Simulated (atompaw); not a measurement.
# Before and after: PAW (atompaw) potential for indium (In)

indium, PAW, made with atompaw 4.2.0.5 (PBEsol, scalar-relativistic). Core [Kr] 4d10, reference 5s2 5p1. Waves: 5s (bound): rc 2.25 bohr; 5s channel at 3.3 Ry: rc 2.80 bohr; 5p (bound): rc 2.80 bohr; 5p channel at 0.25 Ry: rc 2.80 bohr; 5d channel at 0.45 Ry: rc 2.05 bohr; 5d channel at 2.55 Ry: rc 2.80 bohr. Local part: troulliermartins scheme with l = 3 at -0.5 Ry, radius 2.20 bohr. Core correction: smooth core density matched at 2.60 bohr. Augmentation charge: sinc compensation charge, radius 2.45 bohr; PAW radius 2.80 bohr; waves and projectors: custom polynom2 7 10 vanderbiltortho.

Change: wave 5s channel at 3.3 Ry: rc 2.80 bohr becomes 5s channel at 9.23 Ry: rc 2.80 bohr.

Cutoffs: the cutoffs (Ry, on a coarse ladder) from which the occupation-weighted sum of valence levels, in a spherical-Bessel basis at the reference potential, stays within 10 and 1 mRy of its value at 400 Ry; they do not see the model core or the augmentation charge, which bear on the density cutoff.

**Question.** What does the change do?

**Answer.** Both files are so soft that the ladder of cutoffs tells neither apart; the bound ghost in s disappears.

| quantity | base | changed |
| --- | --- | --- |
| cutoff, loose | 8 Ry | 8 Ry |
| cutoff, tight | 12 Ry | 12 Ry |
| bound ghosts | s | none |
| s: phases at 2.82 bohr within 0.05 rad from the reference energy up to (Ry; the scan ends near 5) | -0.3 | -0.2 |
| p: phases at 2.82 bohr within 0.05 rad from the reference energy up to (Ry; the scan ends near 5) | 1.8 | 1.8 |
| d: phases at 2.82 bohr within 0.05 rad from the reference energy up to (Ry; the scan ends near 5) | 0.9 | 0.9 |
| lowest overlap eigenvalue by channel | s 0.62, p 0.91, d 0.98 | s 0.27, p 0.91, d 0.98 |

 A true bound ghost makes a file unfit for plane-wave use even where its test errors are small: the radial tests pick states by their node count and pass the ghost by. The cutoffs see the waves, projectors and local potential, not the compensation charge or the core.
